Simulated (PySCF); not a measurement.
## Spin-orbit coupling and the first ionisation energy along the 4d series

Two-component X2C-1e calculated with PySCF 2.14: MP2 on generalised Hartree-Fock spinors (GMP2), with spin-orbit coupling off and on (screened by Boettger's factors); no Breit or QED terms. Values in eV; the references (NIST) lie between the lowest levels. Elements whose determinants are no pure J levels are left out.

| element | configurations | spin-free | with spin-orbit | shift | reference |
| --- | --- | --- | --- | --- | --- |
| Mo (x2c-TZVPPall-2c, [Ar] 3d10 frozen) | [Kr] 4d5 5s1 → [Kr] 4d5 | 7.094 | 7.094 | -0.001 | 7.092 |
| Tc (x2c-TZVPPall-2c, [Ar] 3d10 frozen) | [Kr] 4d5 5s2 → [Kr] 4d5 5s1 | 6.824 | 6.826 | 0.002 | 7.119 |
| Ru (x2c-TZVPPall-2c, [Ar] 3d10 frozen) | [Kr] 4d7 5s1 → [Kr] 4d7 | 7.327 | 7.319 | -0.007 | 7.361 |
| Pd (x2c-TZVPPall-2c, [Ar] 3d10 frozen) | [Kr] 4d10 → [Kr] 4d9 | 8.691 | 8.503 | -0.188 | 8.337 |
| Ag (x2c-TZVPPall-2c, [Ar] 3d10 frozen) | [Kr] 4d10 5s1 → [Kr] 4d10 | 7.462 | 7.465 | 0.003 | 7.576 |
| Cd (x2c-TZVPPall-2c, [Ar] 3d10 frozen) | [Kr] 4d10 5s2 → [Kr] 4d10 5s1 | 8.815 | 8.817 | 0.002 | 8.994 |

Task: Estimate the missing row, Rh (x2c-TZVPPall-2c, [Ar] 3d10 frozen).

Result: The calculation gives spin-free 7.387; with spin-orbit 7.387; shift -0.001. The reference value is 7.459.

The largest shift is at Pd, -0.188 eV, where spin-orbit coupling lowers the species with fewer electrons by more than the one with more (starting occupations closed and 4d3/2^4 4d5/2^5).

What remains against the references is mostly the basis and correlation beyond MP2.
